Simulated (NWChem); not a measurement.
System: CH$_{3}$Mg cation; SMILES [CH3][Mg+]

Input file for NWChem:

```
start job
memory heap 200 mb stack 900 mb global 1100 mb
charge 1
geometry units angstroms
  Mg    -0.576675    -0.338240    -0.470537
  C      0.887681     0.520641     0.724301
  H      1.398237    -0.306062     1.238849
  H      0.368475     1.188872     1.426288
  H      1.561341     1.069188     0.050382
end
basis spherical
  * library 6-31g*
end
dft
  xc b3lyp
  iterations 150
end
driver
  maxiter 120
end
task dft optimize
task dft freq
```

Output (shortened):

```
             Northwest Computational Chemistry Package (NWChem) 7.3.0
             --------------------------------------------------------

 C3V symmetry detected

                             Geometry "geometry" -> ""
                             -------------------------

 Output coordinates in angstroms (scale by  1.889725989 to convert to a.u.)

  No.       Tag          Charge          X              Y              Z
 ---- ---------------- ---------- -------------- -------------- --------------
    1 Mg                  12.0000     0.00000000     0.00000000    -0.93459573
    2 C                    6.0000     0.00000000     0.00000000     1.14137462
    3 H                    1.0000     0.74502464     0.74502464     1.45563370
    4 H                    1.0000     0.27269795    -1.01772259     1.45563370
    5 H                    1.0000    -1.01772259     0.27269795     1.45563370

 Effective nuclear repulsion energy (a.u.)      35.1794033246

      Symmetry information
      --------------------

 Group name             C3v
 Group number             17
 Group order               6
 No. of unique centers     3

                                Z-matrix (autoz)
                                --------

 Units are Angstrom for bonds and degrees for angles

      Type          Name      I     J     K     L     M      Value
      ----------- --------  ----- ----- ----- ----- ----- ----------
    1 Stretch                  1     2                       2.07597
    2 Stretch                  2     3                       1.09949
    3 Stretch                  2     4                       1.09949
    4 Stretch                  2     5                       1.09949
    5 Bend                     1     2     3               106.60800
    6 Bend                     1     2     4               106.60800
    7 Bend                     1     2     5               106.60800
    8 Bend                     3     2     4               112.17635
    9 Bend                     3     2     5               112.17635
   10 Bend                     4     2     5               112.17635

                           NWChem Geometry Optimization
                           ----------------------------

 maximum gradient threshold         (gmax) =   0.000450
 rms gradient threshold             (grms) =   0.000300
 maximum cartesian step threshold   (xmax) =   0.001800
 rms cartesian step threshold       (xrms) =   0.001200
 fixed trust radius                (trust) =   0.300000
 source of zmatrix                         =   autoz

          -------------------
          Energy Minimization
          -------------------

 Using diagonal initial Hessian
 Scaling for Hessian diagonals: bonds = 1.00  angles = 0.25  torsions = 0.10

          --------
          Step   0

                                 NWChem DFT Module
                                 -----------------

 Summary of "ao basis" -> "ao basis" (spherical)
 ------------------------------------------------------------------------------
       Tag                 Description            Shells   Functions and Types
 ---------------- ------------------------------  ------  ---------------------
 Mg                          6-31g*                  8       18   4s3p1d
 C                           6-31g*                  6       14   3s2p1d
 H                           6-31g*                  2        2   2s

      Symmetry analysis of basis
      --------------------------

        a1         16
        a2          0
        e          22

  Rotation of axis

            General Information
            -------------------
          SCF calculation type: DFT
          Wavefunction type:  closed shell.
          No. of atoms     :     5
          No. of electrons :    20
           Alpha electrons :    10
            Beta electrons :    10
          Charge           :     1
          Spin multiplicity:     1
          Use of symmetry is: on ; symmetry adaption is: on
          Maximum number of iterations: 150
          AO basis - number of functions:    38
                     number of shells:    20
          Convergence on energy requested:  1.00D-06
          Convergence on density requested:  1.00D-05
          Convergence on gradient requested:  5.00D-04

              XC Information
              --------------
                         B3LYP Method XC Potential
                     Hartree-Fock (Exact) Exchange  0.200
                        Slater Exchange Functional  0.800 local
                    Becke 1988 Exchange Functional  0.720 non-local
              Lee-Yang-Parr Correlation Functional  0.810
                  VWN I RPA Correlation Functional  0.190 local

             Grid Information
             ----------------
          Grid used for XC integration:  medium
          Radial quadrature: Mura-Knowles
          Angular quadrature: Lebedev.
          Tag              B.-S. Rad. Rad. Pts. Rad. Cut. Ang. Pts.
          ---              ---------- --------- --------- ---------
          Mg                  1.50       88           8.0       590
          C                   0.70       49           9.0       434
          H                   0.35       45          10.0       434
          Grid pruning is: on
          Number of quadrature shells:   182
          Spatial weights used:  Erf1

      Superposition of Atomic Density Guess
      -------------------------------------

 Sum of atomic energies:        -238.75017106

 Renormalizing density from      21.00 to     20

      Non-variational initial energy
      ------------------------------

 Total energy =    -232.004207
 1-e energy   =    -381.795725
 2-e energy   =     114.612115
 HOMO         =      -0.696877
 LUMO         =      -0.418895

      Symmetry analysis of molecular orbitals - initial
      -------------------------------------------------

  Numbering of irreducible representations:

     1 a1          2 a2          3 e

  Orbital symmetries:

     1 a1          2 a1          3 a1          4 a1          5 e
     6 e           7 a1          8 e           9 e          10 a1
    11 a1         12 e          13 e          14 a1         15 e
    16 e          17 a1         18 a1         19 e          20 e

   convergence    iter        energy       DeltaE   RMS-Dens  Diis-err
 ---------------- ----- ----------------- --------- --------- ---------
 d= 0,ls=0.0,diis     1   -239.6216801641 -2.75D+02  3.45D-02  7.31D-01
 d= 0,ls=0.0,diis     2   -239.4186849911  2.03D-01  3.07D-02  1.42D+00
 d= 0,ls=0.0,diis     3   -239.6873984526 -2.69D-01  7.82D-03  1.12D-01
 d= 0,ls=0.0,diis     4   -239.7097302041 -2.23D-02  1.02D-03  3.36D-04
 d= 0,ls=0.0,diis     5   -239.7098423817 -1.12D-04  2.09D-04  1.22D-04
  Resetting Diis
 d= 0,ls=0.0,diis     6   -239.7098655599 -2.32D-05  5.35D-05  4.74D-06
 d= 0,ls=0.0,diis     7   -239.7098664898 -9.30D-07  8.31D-06  3.60D-08

         Total DFT energy =     -239.709866489817
      One electron energy =     -397.076695138259
           Coulomb energy =      144.994372272316
    Exchange-Corr. energy =      -22.806946948481
 Nuclear repulsion energy =       35.179403324607

 Numeric. integr. density =       19.999998185519

                  Occupations of the irreducible representations
                  ----------------------------------------------

                     irrep           alpha         beta
                     --------     --------     --------
                     a1                6.0          6.0
                     a2                0.0          0.0
                     e                 4.0          4.0

                       DFT Final Molecular Orbital Analysis
                       ------------------------------------

 Vector    8  Occ=2.000000D+00  E=-5.868134D-01  Symmetry=e
              MO Center=  2.0D-01, -1.4D-01,  1.3D+00, r^2= 1.2D+00
   Bfn.  Coefficient  Atom+Function         Bfn.  Coefficient  Atom+Function
  ----- ------------  ---------------      ----- ------------  ---------------
    22      0.451953  2 C  py                35     -0.258392  4 H  s
    26      0.217146  2 C  py                33      0.211762  3 H  s
    36     -0.181620  4 H  s                 34      0.148845  3 H  s
    37      0.046629  5 H  s                  8      0.045742  1 Mg py
    21      0.041550  2 C  px                38      0.032775  5 H  s

[...]

      ----------------------
      Optimization converged
      ----------------------

  Step       Energy      Delta E   Gmax     Grms     Xrms     Xmax
  ---- ---------------- -------- -------- -------- -------- --------
@    4    -239.71004542 -3.0D-07  0.00004  0.00003  0.00035  0.00074
                                     ok       ok       ok       ok

                                Z-matrix (autoz)
                                --------

 Units are Angstrom for bonds and degrees for angles

      Type          Name      I     J     K     L     M      Value     Gradient
      ----------- --------  ----- ----- ----- ----- ----- ---------- ----------
    1 Stretch                  1     2                       2.09819    0.00003
    2 Stretch                  2     3                       1.09192    0.00004
    3 Stretch                  2     4                       1.09192    0.00004
    4 Stretch                  2     5                       1.09192    0.00004
    5 Bend                     1     2     3               106.45385    0.00003
    6 Bend                     1     2     4               106.45385    0.00003
    7 Bend                     1     2     5               106.45385    0.00003
    8 Bend                     3     2     4               112.31263   -0.00002
    9 Bend                     3     2     5               112.31263   -0.00002
   10 Bend                     4     2     5               112.31263   -0.00002

                         Geometry "geometry" -> "geometry"
                         ---------------------------------

 Output coordinates in angstroms (scale by  1.889725989 to convert to a.u.)

  No.       Tag          Charge          X              Y              Z
 ---- ---------------- ---------- -------------- -------------- --------------
    1 Mg                  12.0000     0.00000000     0.00000000    -0.94938610
    2 C                    6.0000     0.00000000     0.00000000     1.14880791
    3 H                    1.0000     0.74048388     0.74048388     1.45808606
    4 H                    1.0000     0.27103591    -1.01151979     1.45808606
    5 H                    1.0000    -1.01151979     0.27103591     1.45808606

 Effective nuclear repulsion energy (a.u.)      35.0137104782

      Symmetry information
      --------------------

 Group name             C3v
 Group number             17
 Group order               6
 No. of unique centers     3

                Final and change from initial internal coordinates
                --------------------------------------------------

                                Z-matrix (autoz)
                                --------

 Units are Angstrom for bonds and degrees for angles

      Type          Name      I     J     K     L     M      Value       Change
      ----------- --------  ----- ----- ----- ----- ----- ---------- ----------
    1 Stretch                  1     2                       2.09819    0.02222
    2 Stretch                  2     3                       1.09192   -0.00757
    3 Stretch                  2     4                       1.09192   -0.00757
    4 Stretch                  2     5                       1.09192   -0.00757
    5 Bend                     1     2     3               106.45385   -0.15415
    6 Bend                     1     2     4               106.45385   -0.15415
    7 Bend                     1     2     5               106.45385   -0.15415
    8 Bend                     3     2     4               112.31263    0.13629
    9 Bend                     3     2     5               112.31263    0.13629
   10 Bend                     4     2     5               112.31263    0.13629

 ==============================================================================
                                internuclear distances
 ------------------------------------------------------------------------------
       center one      |      center two      | atomic units |  angstroms
 ------------------------------------------------------------------------------
    2 C                |   1 Mg               |     3.96501  |     2.09819
    3 H                |   2 C                |     2.06343  |     1.09192
    4 H                |   2 C                |     2.06343  |     1.09192
    5 H                |   2 C                |     2.06343  |     1.09192
 ------------------------------------------------------------------------------
                         number of included internuclear distances:          4
 ==============================================================================

[second-derivative integrals and response iterations left out]

  Vibrational analysis via the FX method

  See chapter 2 in "Molecular Vibrations" by Wilson, Decius and Cross

  Vib: Default input used

[...]

 Rotational Constants
 --------------------
 A=   5.084315 cm-1  (  7.315032 K)
 B=   0.374580 cm-1  (  0.538926 K)
 C=   0.374580 cm-1  (  0.538926 K)

 Temperature                      =   298.15K
 frequency scaling parameter      =   1.0000

 Zero-Point correction to Energy  =   21.972 kcal/mol  (  0.035015 au)
 Thermal correction to Energy     =   24.061 kcal/mol  (  0.038344 au)
 Thermal correction to Enthalpy   =   24.654 kcal/mol  (  0.039288 au)

 Total Entropy                    =   56.455 cal/mol-K
   - Translational                =   36.895 cal/mol-K (mol. weight =  39.0085)
   - Rotational                   =   18.162 cal/mol-K (symmetry #  =        3)
   - Vibrational                  =    1.398 cal/mol-K

 Cv (constant volume heat capacity) =    9.370 cal/mol-K
   - Translational                  =    2.979 cal/mol-K
   - Rotational                     =    2.979 cal/mol-K
   - Vibrational                    =    3.411 cal/mol-K

[normal modes left out]

 ----------------------------------------------------------------------------
 Normal Eigenvalue ||           Projected Infra Red Intensities
  Mode   [cm**-1]  || [atomic units] [(debye/angs)**2] [(KM/mol)] [arbitrary]
 ------ ---------- || -------------- ----------------- ---------- -----------
    1       -0.000 ||    0.000109           0.003         0.106       0.035
    2       -0.000 ||    0.045587           1.052        44.440      14.676
    3       -0.000 ||    0.045546           1.051        44.401      14.663
    4        0.000 ||    0.025625           0.591        24.981       8.249
    5        0.000 ||    0.000209           0.005         0.204       0.067
    6        0.000 ||    0.000053           0.001         0.052       0.017
    7      500.642 ||    0.002003           0.046         1.952       0.645
    8      681.556 ||    0.089014           2.054        86.776      28.656
    9      681.558 ||    0.089012           2.054        86.774      28.656
   10     1129.308 ||    0.142370           3.285       138.789      45.833
   11     1450.364 ||    0.000747           0.017         0.728       0.240
   12     1450.365 ||    0.000747           0.017         0.728       0.240
   13     3079.936 ||    0.004381           0.101         4.271       1.410
   14     3201.616 ||    0.010270           0.237        10.012       3.306
   15     3201.619 ||    0.010268           0.237        10.010       3.306
 ----------------------------------------------------------------------------
```

Level: B3LYP/6-31G* (spherical d). B3LYP is NWChem's, with the RPA form of VWN correlation.
